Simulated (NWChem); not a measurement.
System: CH$_{3}$CrFO$_{2}$; SMILES [CH3][Cr](=[O])(=[O])[F]

No frequency run checked for a minimum.

Q: Give the equilibrium geometry at PBE-D3(BJ)/def2-SVP (NWChem) as a Z-matrix, with the point group.

A: point group Cs; any orientation.
```
Cr
O 1 1.5599
O 1 1.5599 2 110.14
F 1 1.7083 2 113.69 3 -128.93
C 1 1.9808 2 104.43 3 111.63
H 5 1.1057 1 109.97 2 -58.00
H 5 1.1081 6 111.43 1 -116.71
H 5 1.1081 6 111.42 7 -126.63
```
